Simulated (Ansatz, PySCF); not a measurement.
Process, species as SMILES: [SbH3] (SbH3) -> [SbH2] (SbH2) + H atom (the H-Sb bond at the site shown breaks; other sites are not compared here)
Geometries: B3LYP-D3(BJ)/def2-TZVP minima from Ansatz (a program for electronic structure).

Wanted: bond dissociation energy (electronic energy difference), in kcal/mol. Cores are frozen in the correlated levels unless marked. UHF or UKS for open shells. Spin-orbit coupling is left out. Frozen are the shells of the preceding noble gas and the d and f shells that filled before the atom's block. In def2 rows, elements after Kr have scalar-relativistic effective core potentials. STO-3G rows are all-electron and non-relativistic. CBS marks a two-point X^-3 extrapolation of the correlation energy; Hartree-Fock from the larger set.

```csv
level,program,bond dissociation energy (kcal/mol),minus last row
HF-D4/def2-TZVPD,PySCF + dftd4,49.3,-20.9
BLYP/def2-TZVPD,Ansatz,69.2,-1.0
BP86-D3(BJ)/def2-TZVPD,PySCF + dftd3,72.1,1.9
TPSS-D3(BJ)/def2-TZVPD,PySCF + dftd3,72.7,2.5
PBE0-D3(BJ)/def2-TZVPD,Ansatz + dftd3,68.1,-2.1
BHLYP-D4/def2-TZVPD,Ansatz + dftd4,68.7,-1.5
TPSSh/def2-TZVPD,PySCF,72.0,1.8
PW6B95/def2-TZVPD,PySCF,69.9,-0.3
HSE06/def2-TZVPD,Ansatz,67.7,-2.5
RPA@PBE/def2-TZVPP,Ansatz,68.3,-1.9
MP2/def2-QZVPP,Ansatz,67.0,-3.2
SCS-MP2/STO-3G,Ansatz,85.2,15.0
SCS-MP2/def2-SVPD,Ansatz,64.7,-5.5
CCSD/def2-SVP,Ansatz,64.6,-5.6
"CCSD(T)/CBS(def2-TZVPPD,def2-QZVPPD)",Ansatz,70.2,0.0
```
